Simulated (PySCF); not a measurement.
**Electronic structure of Tc³⁺ (technetium, charge +3) at the UHF level**

Configuration: [Kr] 4d4, high-spin 5D determinant. Calculation: PySCF 2.14, in x2c-TZVPPall with one added diffuse shell each of s, p, d, f type (9s7p7d3f1g, 95 functions); the spin-free X2C one-electron Hamiltonian (Gaussian nucleus).

```json
{
  "Total energy": "-4281.261127 hartree",
  "One-electron energy": "-5857.6057 hartree",
  "Hartree (Coulomb) energy": "1703.1201 hartree",
  "Exchange energy": "-126.7755 hartree",
  "⟨S²⟩": "6.0026",
  "⟨L²⟩": "6.026",
  "Sum of ⟨r⟩": "23.54 bohr",
  "Sum of ⟨r²⟩": "26.00 bohr²",
  "Traceless quadrupole moment −½Σ⟨3z² − r²⟩ along its main axis": "-0.708 e·bohr²",
  "Langevin diamagnetic susceptibility": "-20.6 ×10⁻⁶ cm³/mol"
}
```

| shell | electrons | mean orbital energy (eV) | spread (eV) | rms radius, mean of both spins (bohr) |
| --- | --- | --- | --- | --- |
| 1s β | 1 | -21189.4 | 0 | 0.0394 |
| 1s α | 1 | -21189.4 | 0 | 0.0394 |
| 2s α | 1 | -3127.3 | 0 | 0.162 |
| 2s β | 1 | -3126.2 | 0 | 0.162 |
| 2p α | 3 | -2796.5 | 0.029 | 0.144 |
| 2p β | 3 | -2795.4 | 0.290 | 0.144 |
| 3s α | 1 | -603.90 | 0 | 0.442 |
| 3s β | 1 | -603.36 | 0 | 0.442 |
| 3p α | 3 | -492.29 | 0.376 | 0.446 |
| 3p β | 3 | -491.61 | 0.590 | 0.446 |
| 3d α | 5 | -311.61 | 1.183 | 0.435 |
| 3d β | 5 | -310.03 | 0.682 | 0.435 |
| 4s α | 1 | -123.16 | 0 | 1.13 |
| 4s β | 1 | -116.78 | 0 | 1.13 |
| 4p α | 3 | -90.293 | 1.114 | 1.24 |
| 4p β | 3 | -81.925 | 1.608 | 1.24 |
| 4d α | 4 | -43.151 | 1.394 | 1.62 |

Densities and radii are taken from the X2C orbitals without a picture-change correction, which distorts them close to the nucleus.

Spin-orbit constants ζ (cm⁻¹) from the X2C one-electron operator on these orbitals: bare nucleus, nucleus screened by l(l+1)(2l+1)/3 electrons, and screened by the Breit-Pauli mean field of the electrons.

```
shell    bare  screened nucleus  mean field
   2p  642100            612300         n/a
   3p  108800            103700         n/a
   3d   15630             11990         n/a
   4p   15180             14480         n/a
   4d    1395              1070         n/a
```

To first order the Landé constant is A = 267.6 cm⁻¹, so the lowest level has J = 0 and lies 0.199 eV below the centre of the term. This holds in LS coupling only.
